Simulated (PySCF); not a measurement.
## MO for M along group 11

PBE0 with double-zeta basis sets in PySCF, for the lowest determinant that a PBE0 search found; no spin–orbit coupling. De refers to high-spin ground-configuration atoms. A positive dipole means M(−)O(+).

```tsv
M	basis	state (unpaired electrons)	Re (Å)	ωe (cm⁻¹)	De (eV)	μ (D)
Cu	cc-pVDZ-PP/cc-pVDZ	doublet (π ↑)	1.718	648	2.79	-4.08
Ag	cc-pVDZ-PP/cc-pVDZ	doublet (π ↑)	1.989	505	1.83	-4.37
Au	cc-pVDZ-PP/cc-pVDZ	doublet (π ↑)	1.892	579	1.98	-3.17
```

The shortest bond is that of CuO (1.718 Å), the longest that of AgO (1.989 Å).

Down a group the atoms grow and get heavier, so bonds lengthen and wavenumbers fall; the exceptions here are the shorter bond at Au and the higher wavenumber at Au. Relativity and the filled 4f shell contract the atoms of the sixth period.

Spin–orbit coupling is left out, which matters for elements this heavy, above all for dissociation energies. The state is the lowest single determinant that the PBE0 search found; with open d or f shells the true ground state can be another one.
